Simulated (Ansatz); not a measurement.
C₂H₅AlBF (`B[C](=C)[AlH][F]`) at its PBE0-D4/def2-TZVP geometry, where that method's forces vanish. The species carries charge 0 and has multiplicity 1.

```
atom    x (Å)    y (Å)    z (Å)
  B1   1.2657   0.9311   0.4834
  C2   0.0824  -0.0020   0.1409
  C3  -0.2797  -0.9013   1.0784
 Al4  -0.9458  -0.0249  -1.5019
  F5  -0.5884   1.0270  -2.7221
  H6   1.6689   1.7581  -0.2825
  H7   1.7994   0.8221   1.5544
  H8  -1.0987  -1.6113   0.9468
  H9   0.2380  -0.9671   2.0368
 H10  -2.1416  -1.0316  -1.7342
```

(1) For each bond, give half the difference of the two atoms' forces along it (eV/Å; positive pushes the atoms apart) under PBE-D4, r2SCAN-D4, B3LYP-D4, ωB97M-V in def2-TZVPP. (An estimate is asked.)

Answers

(1) The calculation gave: 
| bond | length (Å) | PBE-D4 | r2SCAN-D4 | B3LYP-D4 | ωB97M-V |
| --- | --- | --- | --- | --- | --- |
| B1–C2 | 1.545 | -0.13 | 0.00 | 0.05 | 0.15 |
| B1–H6 | 1.197 | 0.04 | -0.04 | -0.11 | -0.11 |
| B1–H7 | 1.202 | 0.09 | -0.03 | -0.09 | -0.14 |
| C2–C3 | 1.349 | 0.36 | 0.20 | 0.13 | -0.03 |
| C2–Al4 | 1.938 | -0.09 | -0.03 | 0.01 | -0.05 |
| C3–H8 | 1.092 | 0.02 | -0.06 | -0.10 | -0.03 |
| C3–H9 | 1.091 | 0.05 | -0.05 | -0.10 | -0.07 |
| Al4–F5 | 1.650 | 0.41 | 0.03 | 0.14 | 0.17 |
| Al4–H10 | 1.580 | -0.04 | -0.04 | -0.14 | -0.19 |

B3LYP here is the variant with VWN-RPA as its local correlation; programs differ in this.

Program: Ansatz 0.2.0.
